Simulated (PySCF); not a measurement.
Nitrogen: a sound run and one with changed settings

Sound run: N⁺ [He] 2s2 2p2, N²⁺ [He] 2s2 2p1. Computed with PySCF 2.14 in x2c-SVPall (3s2p1d, 14 functions), with the spin-free X2C one-electron Hamiltonian (Gaussian nucleus). In the sound run the correlated levels freeze 1s2. The sound run starts from symmetry-adapted Hartree-Fock orbitals and uses a fine grid where one is needed.

Changed run: initial guess 1e, at most 50 SCF cycles.

| species | method | sound run (hartree) | changed run (hartree) | converged |
| --- | --- | --- | --- | --- |
| N⁺ | UHF | -53.84987 | -53.84987 | yes |
| N⁺ | TPSS | -54.03863 | -54.03863 | yes |
| N⁺ | CCSD(T) | -53.92629 | -53.92629 | yes |
| N²⁺ | PBE0 | -52.86203 | -52.86203 | yes |
| N²⁺ | MP2 | -52.81797 | -52.81797 | yes |

Here the plain start reaches the same solutions.
